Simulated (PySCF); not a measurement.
C5H7FS.
Structure used (GFN2-xTB), in Å, numbered top down from 1:
```xyz
14
C5H7FS angstrom
C     -1.070    2.086   -0.295
S     -2.232    0.701   -0.436
C     -1.115   -0.530   -1.224
C     -0.039   -0.896   -0.344
C      0.805   -1.143    0.473
C      1.889   -1.439    1.386
F      3.049   -0.797    1.005
H     -0.797    2.437   -1.287
H     -0.191    1.761    0.254
H     -1.584    2.871    0.250
H     -1.744   -1.391   -1.450
H     -0.731   -0.095   -2.149
H      1.650   -1.088    2.397
H      2.109   -2.513    1.399
```

The closed-shell SCF was solved with PySCF and density fitting under several settings on one GFN2-xTB geometry (grid level 2 and gas phase unless stated).

| settings | basis functions | SCF cycles | E (Eh) | HOMO (eV) | LUMO (eV) | dipole (D) |
| --- | --- | --- | --- | --- | --- | --- |
| PBE0/pcSseg-1 | 161 | 14 | -692.1757 | -6.59 | 0.15 | 0.41 |
| PBE0/def2-SVPD | 206 | 14 | -691.9058 | -6.60 | -0.06 | 0.44 |
| B97-2/pcSseg-0, IEF-PCM dimethylsulfoxide, fitting basis def2-universal-jkfit | 81 | 9 | -691.5036 | -6.58 | 0.22 | 0.50 |
| B97-2/IGLO-II | 209 | 14 | -692.6837 | -6.21 | 0.15 | 0.55 |

Task: Estimate the row for these settings: PBE0/pcSseg-1, IEF-PCM tetrahydrofuran, fitting basis def2-universal-jkfit.

Result: 
```
                                                                  settings  basis functions  SCF cycles     E (Eh)  HOMO (eV)  LUMO (eV)  dipole (D)
PBE0/pcSseg-1, IEF-PCM tetrahydrofuran, fitting basis def2-universal-jkfit              161          10  -692.1841      -6.64       0.20        0.40
```

Task: Over all rows, what range does the HOMO–LUMO gap span?

Result: From 6.36 eV (B97-2/IGLO-II) to 6.84 eV (PBE0/pcSseg-1, IEF-PCM tetrahydrofuran, fitting basis def2-universal-jkfit). The functional of the narrowest has 21 % exact exchange, that of the widest 25 % exact exchange.

Task: And the dipole moment?

Result: From 0.40 D (PBE0/pcSseg-1, IEF-PCM tetrahydrofuran, fitting basis def2-universal-jkfit) to 0.55 D (B97-2/IGLO-II); the largest is 1.38 times the smallest, and the median is 0.44 D.

Task: Compare two rows with the functional PBE0: PBE0/pcSseg-1 and PBE0/def2-SVPD. Which energy is lower, and by how much?

Result: PBE0/pcSseg-1 (161 functions) lies 0.2699 Eh or 169 kcal/mol below PBE0/def2-SVPD (206 functions). The smaller set gives the lower energy; the two sets aren't nested, so the variational bound doesn't order them by size.

Cycle counts include a coarse-grid stage where the run had one. One conformer (not necessarily the lowest) at the GFN2-xTB geometry, without vibrations or thermal averaging.
